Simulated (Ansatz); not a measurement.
A run for Ansatz (a program for electronic structure): U-MP2/cc-pVTZ on CH5Ge (SMILES [CH2][GeH3]), 2S+1 = 2, atoms moved off the minimum. The run froze 15 orbitals, filled d shells among them.

Ansatz 0.2 input:
```yaml
crystal:
  periodic: [false, false, false]
  atoms:
    - {symbol: C, position_ang: [1.58961810, -0.22466947, 0.06783973]}
    - {symbol: Ge, position_ang: [-0.33389593, -0.09840343, 0.05097373]}
    - {symbol: H, position_ang: [2.31522396, 0.65087867, -0.09028322]}
    - {symbol: H, position_ang: [1.97673052, -1.11751667, 0.15926412]}
    - {symbol: H, position_ang: [-1.01846285, -0.38873595, 1.44616781]}
    - {symbol: H, position_ang: [-0.72508508, 1.54643856, -0.16537822]}
    - {symbol: H, position_ang: [-0.99455462, -0.78550429, -0.99668135]}
basis:
  gaussian:
    orbitals: cc-pVTZ
magnetization: {spin_polarized: true, initial_magnetization: 1}
correlation: {method: mp2, electrons: outside_noble_gas}
scf: {omitted_lower_state_checks: [cluster_reference]}
output: {forces: true}
```

Question: What total energy does the run end on?

Answer: -2116.3890 hartree.

Question: How many basis functions does it have, and what does it roughly cost on one machine?

Answer: 143 functions; about 7 core-seconds (a rough figure).
